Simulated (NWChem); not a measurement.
System: BH2Cl; SMILES BCl

Here is an NWChem input.

```
start job
memory heap 200 mb stack 900 mb global 1100 mb
geometry units angstroms
  B      0.000000     0.000000     1.156693
  H      0.000000    -1.049465     1.717709
  H      0.000000     1.049465     1.717709
  Cl     0.000000     0.000000    -0.576386
end
basis spherical
  * library 3-21g
end
dft
  xc b3lyp
  iterations 150
end
driver
  maxiter 120
end
task dft optimize
task dft freq
```

Excerpt of the output:

```
             Northwest Computational Chemistry Package (NWChem) 7.3.0
             --------------------------------------------------------

 C2V symmetry detected

                             Geometry "geometry" -> ""
                             -------------------------

 Output coordinates in angstroms (scale by  1.889725989 to convert to a.u.)

  No.       Tag          Charge          X              Y              Z
 ---- ---------------- ---------- -------------- -------------- --------------
    1 B                    5.0000     0.00000000     0.00000000     1.18084629
    2 H                    1.0000     0.00000000    -1.04946500     1.74186229
    3 H                    1.0000     0.00000000     1.04946500     1.74186229
    4 Cl                  17.0000     0.00000000     0.00000000    -0.55223271

 Effective nuclear repulsion energy (a.u.)      37.7847277512

      Symmetry information
      --------------------

 Group name             C2v
 Group number             16
 Group order               4
 No. of unique centers     3

                                Z-matrix (autoz)
                                --------

 Units are Angstrom for bonds and degrees for angles

      Type          Name      I     J     K     L     M      Value
      ----------- --------  ----- ----- ----- ----- ----- ----------
    1 Stretch                  1     2                       1.19001
    2 Stretch                  1     3                       1.19001
    3 Stretch                  1     4                       1.73308
    4 Bend                     2     1     3               123.74446
    5 Bend                     2     1     4               118.12777
    6 Bend                     3     1     4               118.12777
    7 Torsion                  2     1     3     4         180.00000
    8 Torsion                  2     1     4     3         180.00000
    9 Torsion                  3     1     2     4         180.00000
   10 Torsion                  2     4     1     3         180.00000
   11 Torsion                  3     2     1     4         180.00000
   12 Torsion                  2     3     1     4         180.00000

                           NWChem Geometry Optimization
                           ----------------------------

 maximum gradient threshold         (gmax) =   0.000450
 rms gradient threshold             (grms) =   0.000300
 maximum cartesian step threshold   (xmax) =   0.001800
 rms cartesian step threshold       (xrms) =   0.001200
 fixed trust radius                (trust) =   0.300000
 source of zmatrix                         =   autoz

          -------------------
          Energy Minimization
          -------------------

 Using diagonal initial Hessian
 Scaling for Hessian diagonals: bonds = 1.00  angles = 0.25  torsions = 0.10

          --------
          Step   0

                                 NWChem DFT Module
                                 -----------------

 Summary of "ao basis" -> "ao basis" (spherical)
 ------------------------------------------------------------------------------
       Tag                 Description            Shells   Functions and Types
 ---------------- ------------------------------  ------  ---------------------
 B                           3-21g                   5        9   3s2p
 H                           3-21g                   2        2   2s
 Cl                          3-21g                   7       13   4s3p

      Symmetry analysis of basis
      --------------------------

        a1         14
        a2          0
        b1          5
        b2          7

            General Information
            -------------------
          SCF calculation type: DFT
          Wavefunction type:  closed shell.
          No. of atoms     :     4
          No. of electrons :    24
           Alpha electrons :    12
            Beta electrons :    12
          Charge           :     0
          Spin multiplicity:     1
          Use of symmetry is: on ; symmetry adaption is: on
          Maximum number of iterations: 150
          AO basis - number of functions:    26
                     number of shells:    16
          Convergence on energy requested:  1.00D-06
          Convergence on density requested:  1.00D-05
          Convergence on gradient requested:  5.00D-04

              XC Information
              --------------
                         B3LYP Method XC Potential
                     Hartree-Fock (Exact) Exchange  0.200
                        Slater Exchange Functional  0.800 local
                    Becke 1988 Exchange Functional  0.720 non-local
              Lee-Yang-Parr Correlation Functional  0.810
                  VWN I RPA Correlation Functional  0.190 local

             Grid Information
             ----------------
          Grid used for XC integration:  medium
          Radial quadrature: Mura-Knowles
          Angular quadrature: Lebedev.
          Tag              B.-S. Rad. Rad. Pts. Rad. Cut. Ang. Pts.
          ---              ---------- --------- --------- ---------
          B                   0.85       49           7.0       434
          H                   0.35       45           8.0       434
          Cl                  1.00       88           7.0       590
          Grid pruning is: on
          Number of quadrature shells:   182
          Spatial weights used:  Erf1

      Superposition of Atomic Density Guess
      -------------------------------------

 Sum of atomic energies:        -482.67285721

      Non-variational initial energy
      ------------------------------

 Total energy =    -483.202315
 1-e energy   =    -740.673338
 2-e energy   =     219.686295
 HOMO         =      -0.351237
 LUMO         =      -0.002056

      Symmetry analysis of molecular orbitals - initial
      -------------------------------------------------

  Numbering of irreducible representations:

     1 a1          2 a2          3 b1          4 b2

  Orbital symmetries:

     1 a1          2 a1          3 a1          4 b2          5 b1
     6 a1          7 a1          8 a1          9 b2         10 a1
    11 b1         12 b2         13 b1         14 a1         15 a1
    16 b2         17 b2         18 a1         19 b1         20 a1
    21 a1         22 b1

   convergence    iter        energy       DeltaE   RMS-Dens  Diis-err
 ---------------- ----- ----------------- --------- --------- ---------
 d= 0,ls=0.0,diis     1   -483.8776775922 -5.22D+02  3.08D-02  2.60D-01
 d= 0,ls=0.0,diis     2   -483.8826561227 -4.98D-03  1.95D-02  1.95D-01
 d= 0,ls=0.0,diis     3   -483.9124381037 -2.98D-02  5.31D-03  1.81D-02
 d= 0,ls=0.0,diis     4   -483.9151596030 -2.72D-03  1.05D-03  8.35D-04
 d= 0,ls=0.0,diis     5   -483.9152780460 -1.18D-04  8.67D-05  1.88D-06
 d= 0,ls=0.0,diis     6   -483.9152784029 -3.57D-07  2.07D-05  8.97D-08
 d= 0,ls=0.0,diis     7   -483.9152784231 -2.02D-08  1.08D-06  5.29D-10

         Total DFT energy =     -483.915278423136
      One electron energy =     -741.607225624789
           Coulomb energy =      252.906434871291
    Exchange-Corr. energy =      -32.999215420876
 Nuclear repulsion energy =       37.784727751238

 Numeric. integr. density =       23.999999914289

                  Occupations of the irreducible representations
                  ----------------------------------------------

                     irrep           alpha         beta
                     --------     --------     --------
                     a1                7.0          7.0
                     a2                0.0          0.0
                     b1                2.0          2.0
                     b2                3.0          3.0

                       DFT Final Molecular Orbital Analysis
                       ------------------------------------

 Vector   10  Occ=2.000000D+00  E=-4.078755D-01  Symmetry=a1
              MO Center=  8.1D-18, -6.0D-15,  3.8D-01, r^2= 2.5D+00
   Bfn.  Coefficient  Atom+Function         Bfn.  Coefficient  Atom+Function
  ----- ------------  ---------------      ----- ------------  ---------------
    22      0.471869  4 Cl pz                 5     -0.336112  1 B  pz
    26      0.299284  4 Cl pz                18     -0.218055  4 Cl pz
    23     -0.151596  4 Cl s                 11     -0.145222  2 H  s
    13     -0.145222  3 H  s                 10     -0.130948  2 H  s
    12     -0.130948  3 H  s                  6     -0.126289  1 B  s

 Vector   11  Occ=2.000000D+00  E=-3.670467D-01  Symmetry=b1
              MO Center=  4.1D-16,  2.9D-30, -3.7D-01, r^2= 1.4D+00
   Bfn.  Coefficient  Atom+Function         Bfn.  Coefficient  Atom+Function
  ----- ------------  ---------------      ----- ------------  ---------------
    20      0.586425  4 Cl px                24      0.454975  4 Cl px
    16     -0.272542  4 Cl px                 3      0.150449  1 B  px
     7      0.119631  1 B  px

[...]

      ----------------------
      Optimization converged
      ----------------------

  Step       Energy      Delta E   Gmax     Grms     Xrms     Xmax
  ---- ---------------- -------- -------- -------- -------- --------
@    5    -483.91655368 -8.1D-10  0.00000  0.00000  0.00002  0.00004
                                     ok       ok       ok       ok

                                Z-matrix (autoz)
                                --------

 Units are Angstrom for bonds and degrees for angles

      Type          Name      I     J     K     L     M      Value     Gradient
      ----------- --------  ----- ----- ----- ----- ----- ---------- ----------
    1 Stretch                  1     2                       1.18584    0.00000
    2 Stretch                  1     3                       1.18584    0.00000
    3 Stretch                  1     4                       1.79095   -0.00000
    4 Bend                     2     1     3               125.14896    0.00000
    5 Bend                     2     1     4               117.42552   -0.00000
    6 Bend                     3     1     4               117.42552   -0.00000
    7 Torsion                  2     1     3     4         180.00000    0.00000
    8 Torsion                  2     1     4     3         180.00000    0.00000
    9 Torsion                  3     1     2     4         180.00000    0.00000
   10 Torsion                  2     4     1     3         180.00000    0.00000
   11 Torsion                  3     2     1     4         180.00000    0.00000
   12 Torsion                  2     3     1     4         180.00000    0.00000

                         Geometry "geometry" -> "geometry"
                         ---------------------------------

 Output coordinates in angstroms (scale by  1.889725989 to convert to a.u.)

  No.       Tag          Charge          X              Y              Z
 ---- ---------------- ---------- -------------- -------------- --------------
    1 B                    5.0000     0.00000000     0.00000000     1.20272691
    2 H                    1.0000     0.00000000    -1.05256147     1.74891792
    3 H                    1.0000     0.00000000     1.05256147     1.74891792
    4 Cl                  17.0000     0.00000000     0.00000000    -0.58822457

 Effective nuclear repulsion energy (a.u.)      36.8483255031

      Symmetry information
      --------------------

 Group name             C2v
 Group number             16
 Group order               4
 No. of unique centers     3

                Final and change from initial internal coordinates
                --------------------------------------------------

                                Z-matrix (autoz)
                                --------

 Units are Angstrom for bonds and degrees for angles

      Type          Name      I     J     K     L     M      Value       Change
      ----------- --------  ----- ----- ----- ----- ----- ---------- ----------
    1 Stretch                  1     2                       1.18584   -0.00417
    2 Stretch                  1     3                       1.18584   -0.00417
    3 Stretch                  1     4                       1.79095    0.05787
    4 Bend                     2     1     3               125.14896    1.40450
    5 Bend                     2     1     4               117.42552   -0.70225
    6 Bend                     3     1     4               117.42552   -0.70225
    7 Torsion                  2     1     3     4         180.00000    0.00000
    8 Torsion                  2     1     4     3         180.00000    0.00000
    9 Torsion                  3     1     2     4         180.00000    0.00000
   10 Torsion                  2     4     1     3         180.00000    0.00000
   11 Torsion                  3     2     1     4         180.00000    0.00000
   12 Torsion                  2     3     1     4         180.00000    0.00000

 ==============================================================================
                                internuclear distances
 ------------------------------------------------------------------------------
       center one      |      center two      | atomic units |  angstroms
 ------------------------------------------------------------------------------
    2 H                |   1 B                |     2.24091  |     1.18584
    3 H                |   1 B                |     2.24091  |     1.18584
    4 Cl               |   1 B                |     3.38441  |     1.79095
 ------------------------------------------------------------------------------
                         number of included internuclear distances:          3
 ==============================================================================

[...]

 Rotational Constants
 --------------------
 A=   7.549010 cm-1  ( 10.861099 K)
 B=   0.497441 cm-1  (  0.715691 K)
 C=   0.466689 cm-1  (  0.671446 K)

 Temperature                      =   298.15K
 frequency scaling parameter      =   1.0000

 Zero-Point correction to Energy  =   13.373 kcal/mol  (  0.021311 au)
 Thermal correction to Energy     =   15.277 kcal/mol  (  0.024345 au)
 Thermal correction to Enthalpy   =   15.869 kcal/mol  (  0.025289 au)

 Total Entropy                    =   56.119 cal/mol-K
   - Translational                =   37.513 cal/mol-K (mol. weight =  47.9938)
   - Rotational                   =   18.074 cal/mol-K (symmetry #  =        2)
   - Vibrational                  =    0.532 cal/mol-K

 Cv (constant volume heat capacity) =    7.781 cal/mol-K
   - Translational                  =    2.979 cal/mol-K
   - Rotational                     =    2.979 cal/mol-K
   - Vibrational                    =    1.822 cal/mol-K

[normal modes left out]

 ----------------------------------------------------------------------------
 Normal Eigenvalue ||           Projected Infra Red Intensities
  Mode   [cm**-1]  || [atomic units] [(debye/angs)**2] [(KM/mol)] [arbitrary]
 ------ ---------- || -------------- ----------------- ---------- -----------
    1       -0.000 ||    0.000001           0.000         0.001       0.000
    2       -0.000 ||    0.001150           0.027         1.121       0.394
    3       -0.000 ||    0.000477           0.011         0.465       0.163
    4        0.000 ||    0.000522           0.012         0.509       0.179
    5        0.000 ||    0.000273           0.006         0.267       0.094
    6        0.000 ||    0.001348           0.031         1.314       0.462
    7      747.635 ||    0.077440           1.787        75.492      26.533
    8      885.259 ||    0.010143           0.234         9.888       3.475
    9     1000.696 ||    0.039559           0.913        38.564      13.554
   10     1233.658 ||    0.070420           1.625        68.649      24.128
   11     2682.235 ||    0.060488           1.396        58.967      20.725
   12     2809.349 ||    0.088409           2.040        86.186      30.292
 ----------------------------------------------------------------------------
```

Level: B3LYP/3-21G. B3LYP is NWChem's, with the RPA form of VWN correlation.
